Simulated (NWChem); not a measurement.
System: SbH₂ cation

NWChem input:

```
start job
memory heap 200 mb stack 900 mb global 1100 mb
charge 1
geometry units angstroms noautoz
  Sb     0.000000     0.000000     0.059195
  H      1.221276     0.000000    -1.174753
  H     -1.221276     0.000000    -1.174753
end
basis spherical
  * library def2-tzvp
end
ecp
  Sb library def2-ecp
end
dft
  xc xtpss03 ctpss03
  iterations 150
  mulliken
end
task dft energy
```

Parts of the log:

```
             Northwest Computational Chemistry Package (NWChem) 7.3.0
             --------------------------------------------------------

 C2V symmetry detected

                             Geometry "geometry" -> ""
                             -------------------------

 Output coordinates in angstroms (scale by  1.889725989 to convert to a.u.)

  No.       Tag          Charge          X              Y              Z
 ---- ---------------- ---------- -------------- -------------- --------------
    1 Sb                  51.0000     0.00000000     0.00000000    -0.04656408
    2 H                    1.0000     0.00000000     1.22127600     1.18738392
    3 H                    1.0000     0.00000000    -1.22127600     1.18738392

 Effective nuclear repulsion energy (a.u.)      31.3065567436

      Symmetry information
      --------------------

 Group name             C2v
 Group number             16
 Group order               4
 No. of unique centers     2

                                 NWChem DFT Module
                                 -----------------

 Summary of "ao basis" -> "ao basis" (spherical)
 ------------------------------------------------------------------------------
       Tag                 Description            Shells   Functions and Types
 ---------------- ------------------------------  ------  ---------------------
 Sb                        def2-tzvp                16       50   6s5p3d2f
 H                         def2-tzvp                 4        6   3s1p

      Symmetry analysis of basis
      --------------------------

        a1         26
        a2          6
        b1         13
        b2         17

            General Information
            -------------------
          SCF calculation type: DFT
          Wavefunction type:  closed shell.
          No. of atoms     :     3
          No. of electrons :    24
           Alpha electrons :    12
            Beta electrons :    12
          Charge           :     1
          Spin multiplicity:     1
          Use of symmetry is: on ; symmetry adaption is: on
          Maximum number of iterations: 150
          AO basis - number of functions:    62
                     number of shells:    24
          Convergence on energy requested:  1.00D-06
          Convergence on density requested:  1.00D-05
          Convergence on gradient requested:  5.00D-04

              XC Information
              --------------
                  TPSS metaGGA Exchange Functional  1.000
             TPSS03 metaGGA Correlation Functional  1.000

             Grid Information
             ----------------
          Grid used for XC integration:  medium
          Radial quadrature: Mura-Knowles
          Angular quadrature: Lebedev.
          Tag              B.-S. Rad. Rad. Pts. Rad. Cut. Ang. Pts.
          ---              ---------- --------- --------- ---------
          Sb                  1.45      123           8.0       590
          H                   0.35       45           8.0       434
          Grid pruning is: on
          Number of quadrature shells:   168
          Spatial weights used:  Erf1

      Superposition of Atomic Density Guess
      -------------------------------------

 Sum of atomic energies:        -278.63326693

 Renormalizing density from      25.00 to     24

      Non-variational initial energy
      ------------------------------

 Total energy =    -237.430897
 1-e energy   =    -430.698319
 2-e energy   =     179.029834
 HOMO         =      -0.675426
 LUMO         =      -0.532150

      Symmetry analysis of molecular orbitals - initial
      -------------------------------------------------

  Numbering of irreducible representations:

     1 a1          2 a2          3 b1          4 b2

  Orbital symmetries:

     1 a1          2 a1          3 b2          4 b1          5 b2
     6 a1          7 a1          8 b1          9 a2         10 a1
    11 b2         12 a1         13 b1         14 b2         15 a1
    16 a1         17 b2         18 a1         19 b1         20 a2
    21 a1         22 b1

     ---------------------------------------------
      Total Density - Mulliken Population Analysis
     ---------------------------------------------

    Atom       Charge   Shell Charges
 -----------   ------   -------------------------------------------------------
    1 Sb  23    22.42   0.16 -0.69  1.67  0.88  1.37  0.52 -0.47  6.49  0.97  1.22  0.22  9.34  0.66  0.07  0.01  0.00
    2 H    1     0.79   0.18  0.45  0.15  0.01
    3 H    1     0.79   0.18  0.45  0.15  0.01

   convergence    iter        energy       DeltaE   RMS-Dens  Diis-err
 ---------------- ----- ----------------- --------- --------- ---------
 d= 0,ls=0.0,diis     1   -240.8969969265 -2.55D+02  2.58D-02  1.79D+00
 d= 0,ls=0.0,diis     2   -240.9031189161 -6.12D-03  1.64D-02  1.53D+00
 d= 0,ls=0.0,diis     3   -241.0060989520 -1.03D-01  2.18D-03  1.07D-02
 d= 0,ls=0.0,diis     4   -241.0076911965 -1.59D-03  5.35D-04  2.13D-03
 d= 0,ls=0.0,diis     5   -241.0079979568 -3.07D-04  1.20D-04  3.85D-05
  Resetting Diis
 d= 0,ls=0.0,diis     6   -241.0080031445 -5.19D-06  1.31D-05  5.60D-07
 d= 0,ls=0.0,diis     7   -241.0080032762 -1.32D-07  1.26D-06  1.30D-09

         Total DFT energy =     -241.008003276229
      One electron energy =     -441.843085376025
           Coulomb energy =      206.316713570754
    Exchange-Corr. energy =      -19.719219437263
 Nuclear repulsion energy =       14.237587966304

 Numeric. integr. density =       24.000017394078

                  Occupations of the irreducible representations
                  ----------------------------------------------

                     irrep           alpha         beta
                     --------     --------     --------
                     a1                6.0          6.0
                     a2                1.0          1.0
                     b1                2.0          2.0
                     b2                3.0          3.0

[...]
```

Level: TPSS/def2-TZVP with def2 effective core potentials on Sb. The geometry was optimised at PBE-D3(BJ)/def2-SVP. def2 effective core potentials on Sb; no spin-orbit coupling.
